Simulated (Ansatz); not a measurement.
Species: SiH2Cl, charge -1, singlet. SiH2Cl- (SMILES [SiH2-]Cl).
B3LYP-D3(BJ)/def2-TZVP minimum from Ansatz (a program for electronic structure):
```xyz
4

Si    -1.1307    -0.2144    -0.1979
Cl     1.1042     0.1181     0.1016
H     -1.4823     1.2836    -0.2625
H     -1.4583    -0.2895     1.3051
```
Charge -1, spin multiplicity 1.

Total energies in aug-cc-pV(T+d)Z, 14 correlated electrons, 10 frozen orbitals. Open shells are spin-unrestricted; no spin-orbit coupling. Correlated methods leave the cores frozen. No relativity.

```tsv
method	program	energy (Eh)	minus CCSDT(Q) (mEh)
HF	Ansatz	-749.66717	389.64
MP2	Ansatz	-750.00215	54.67
CCSD	Ansatz	-750.03854	18.28
CCSD(T)	Ansatz	-750.05478	2.03
CCSDT(Q)	Ansatz	-750.05682	0.00
```

Rough core times of Ansatz's runs on a shared machine: CCSD(T) under 20 s, CCSDT(Q) 40 min.
